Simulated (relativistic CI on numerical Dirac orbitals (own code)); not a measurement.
**Pd III: what numerical and physical settings do to a radial Dirac CI calculation**

Reference input:

```
atom Pd  Z=46  charge=2  electrons=44
nucleus A=106  rms_radius_fm=4.5318
hamiltonian dirac-coulomb  breit=on  qed=on  c_scale=1
orbitals kli  potential=per-configuration
slater_scale 1
correlation none
mixing on
grid step=0.0125 r_max=67.1
scf mixing=0.4 start=green max_iterations=150 tolerance=2e-08 node_fill=0.05
configurations
  [Kr] 4d8
  [Kr] 4d7 5s
  [Kr] 4d7 5p
end
```

Computed lowest total energy -5037.98297 Ha, first excitation 3047.2 cm⁻¹, 34 SCF steps. Runs with settings changed; * marks those that are bad on purpose (the QED terms keep the true α when c is scaled):

```
                                                Changed        Outcome  Lowest level  ΔE (Ha)  First excitation (cm⁻¹)  SCF steps                                                       Message
                       Slater scale 0.6, Breit term off      converged       4d⁸ ³F4     -3.3                   3192.4         34                                                              
                                     iteration limit 30      converged       4d⁸ ³F4        0                   3047.2         34                                                              
                                   speed of light × 0.8      converged       4d⁸ ³F4    -63.2                   4721.4         33                                                              
QED terms off, nuclear radius 4.0786 fm, SCF mixing 0.1      converged       4d⁸ ³F4    -2.23                   3036.8         44                                                              
                        end of the grid at 10.06 bohr *  not converged                                                         12                                       orbital 4d3/2 not found
                                    iteration limit 2 *  not converged                                                          2  SCF of 1s2 2s2 2p6 3s2 3p6 3d10 4s2 4p6 4d8 did not converge
```

With so few configurations and no correlation, terms lie too far apart (by 10 to 50 % near neutrality), their order can be wrong, and levels of other configurations are missing.
